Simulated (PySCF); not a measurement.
**Ni: electron affinity**

Ni⁻ [Ar] 3d9 4s2 [3d3/2^4 3d5/2^5, M_J = 5/2] → Ni [Ar] 3d8 4s2 [3d3/2^4 3d5/2^4, M_J = 4], as a difference of total energies. All numbers are calculated (PySCF 2.14, the two-component X2C-1e Hamiltonian, in x2c-TZVPall-2c with one added diffuse shell each of s, p, d type (7s8p5d1f, 63 functions)). Correlated levels: [Ne] frozen; the 6 highest virtual spinors dropped. "Screened" scales the spin-orbit matrix elements by Boettger's factors to mimic the two-electron term; Breit and QED terms are absent.

```
                    method  electron affinity (eV)
           GHF (spin-free)                  -1.717
          GMP2 (spin-free)                   1.474
 GHF (screened spin-orbit)                  -1.767
GMP2 (screened spin-orbit)                   1.424
```

Errors of the correlated levels include the incompleteness of this basis and the frozen core.

The labels give the starting determinants; with spin-orbit coupling the two ends relaxed to ⟨J²⟩ = 8.78, ⟨L²⟩ = 6.01, ⟨S²⟩ = 0.77 and ⟨J²⟩ = 20.01, ⟨L²⟩ = 12.01, ⟨S²⟩ = 2.00.

A negative affinity means that the anion lies above the atom at that level of theory.

For comparison: 1.157 eV (measured; photodetachment measurements, as compiled on the Wikipedia data page of electron affinities).
